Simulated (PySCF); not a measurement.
Species: C5H14BP.
Numbering: `[CH3:1][C:2]1([BH2-:3][PH3+:4])[CH2:5][CH2:6][CH2:7]1` (hydrogens: H8, H9, H10 on C1; H11, H12 on B3; H13, H14, H15 on P4; H16, H17 on C5; H18, H19 on C6; H20, H21 on C7)

The closed-shell SCF was solved with PySCF and density fitting under several settings on one GFN2-xTB geometry (grid level 2 and gas phase unless stated).

```
                                                     settings  basis functions  SCF cycles     E (Eh)  HOMO (eV)  LUMO (eV)  dipole (D)
                            WP04/pcSseg-1, start guess huckel              196          13  -574.7994      -8.34      -1.54        3.60
       CAM-B3LYP/6-311G**, fitting basis def2-universal-jkfit              218          10  -565.0321      -8.53       1.21        3.65
X3LYP/pcSseg-1, IEF-PCM chloroform, energy threshold 1e-11 Eh              196          11  -564.9239      -7.02       0.57        4.69
                                                 KT2/pcSseg-1              196          14  -571.8806      -6.06      -0.66        3.41
```

Estimate the row for these settings: PBE0/6-311G**, grid level 1, fitting basis def2-universal-jkfit.

```
                                                       settings  basis functions  SCF cycles     E (Eh)  HOMO (eV)  LUMO (eV)  dipole (D)
PBE0/6-311G**, grid level 1, fitting basis def2-universal-jkfit              218          10  -564.7575      -7.16       0.30        3.54
```

Over all rows, what range does the HOMO–LUMO gap span?

From 5.40 eV (KT2/pcSseg-1) to 9.74 eV (CAM-B3LYP/6-311G**, fitting basis def2-universal-jkfit). The functional of the narrowest has no exact exchange, that of the widest range-separated exact exchange.

And the dipole moment?

From 3.41 D (KT2/pcSseg-1) to 4.69 D (X3LYP/pcSseg-1, IEF-PCM chloroform, energy threshold 1e-11 Eh); the largest is 1.38 times the smallest, and the median is 3.60 D.

Cycle counts include a coarse-grid stage where the run had one. All basis functions are spherical, in the Pople sets too. KT2 and WP04 were designed for NMR shieldings or shifts; total energies of different functionals aren't comparable. Geometry: GFN2-xTB, one conformer.

Shape of the structure used: `[CH3:1][C:2]1([BH2-:3][PH3+:4])[CH2:5][CH2:6][CH2:7]1`: C1–C2–B3–P4 180°.
